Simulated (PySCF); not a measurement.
## Assigning NMR signals

Bonds (- single, = double, # triple, : aromatic): C1-C2, C2-C3, C3:P4, P4:C5, C5:C6, C6:C7, C7-Si8, C7:P9, P9:C3. C1 carries H10, H11, H12; C2 carries H13, H14; C5 carries H15; C6 carries H16; Si8 carries H17, H18, H19.

In vacuum, no relativistic terms, one conformer, one averaged value for each set of equivalent atoms. Structure optimised with GFN2-xTB; PBE0/pcSseg-1 with gauge-including orbitals; PySCF 2.14.

Shifts are taken against calculated references (same method and geometry level): 13C, 1H vs TMS.

Question: Assign these signals to the numbered atoms. 13C{1H} NMR (computed): δ 229.5, 169.2, 160.4, 141.8, 41.0, 31.2.

Answer: 
| δ (ppm) | atoms | environment | reason |
| --- | --- | --- | --- |
| 229.5 | C3 | substituted aromatic carbon | – |
| 169.2 | C7 | substituted aromatic carbon | – |
| 160.4 | C5 | aromatic CH | – |
| 141.8 | C6 | aromatic CH | – |
| 41.0 | C2 | sp3 CH2 on an aromatic ring | aliphatic region, no heteroatom directly attached |
| 31.2 | C1 | methyl carbon | a saturated carbon with 1 carbon neighbour and no heteroatom attached |

Question: Assign these signals to the numbered atoms. 1H NMR (400 MHz, computed): δ 9.33 (m, 1H), 8.64 (m, 1H), 4.82 (m, 3H), 3.55 (m, 2H), 1.39 (t, 3H).

Answer: 
| δ (ppm) | atoms | environment | reason |
| --- | --- | --- | --- |
| 9.33 | H15 | hydrogen on an aromatic CH | it sits in the deshielding region of the aromatic ring current |
| 8.64 | H16 | hydrogen on an aromatic CH | – |
| 4.82 | H17/H18/H19 | hydrogen on a silicon bonded to C | – |
| 3.55 | H13/H14 | hydrogen on an sp3 CH2 on an aromatic ring | – |
| 1.39 | H10/H11/H12 | hydrogen on a methyl carbon | – |

Splittings by 31P in the carbon and heteronuclear signals aren't shown, as no couplings were computed. Shifts are as computed. Against solution values, carbons near 30 ppm lie about +3 ppm off and those near 130 ppm about +5 ppm. Of 1211 compounds with measured shifts, 218 miss one by over three times the rms of a fit or turn the order of signals round; such compounds aren't used in these exercises. Multiplicities follow the n + 1 count of equivalent neighbours, as no J values were calculated; m marks all less simple cases, F and P coupling included.
